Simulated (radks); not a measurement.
All-electron atom: Au67+ in [Ne] 3s2.

All-electron calculation, scalar-relativistic Kohn-Sham, PBE, spin-polarised, spherical densities, point nucleus. Program: a radial shooting solver on a logarithmic mesh with Libxc functionals.

Energy parts (hartree):
part                       energy
total                 -13403.8273
kinetic                15536.7840
electron-nucleus      -29806.7414
Hartree                 1023.5917
exchange-correlation    -157.4616

Orbitals (lengths in bohr, moments of r in powers of bohr; <r^-3> diverges for s and p1/2; r(90%) holds 90 % of the orbital's charge):
orbital  occ.  eigenvalue (hartree)  <1/r>  r(90%)  <r^-3>      <r^2>
1s          2             -3189.323  95.87  0.0308       -  0.0003923
2s          2             -732.8387  22.79   0.109       -   0.005822
2p          6             -663.4043  20.24   0.103   26290   0.004859
3s          2             -300.6521  9.260   0.245       -    0.03241
3p          0             -280.2962  8.521   0.246    7473    0.03192
3d          0             -264.4230  8.029   0.222   970.8    0.02468
4s          0             -161.7915  4.958   0.439       -     0.1094

The highest occupied level is 3s at -8181.2 eV. Summed over all electrons, <r^2> = 0.1064 bohr^2, which gives a Langevin (diamagnetic) susceptibility term of -0.0843 x 10^-6 cm^3/mol.
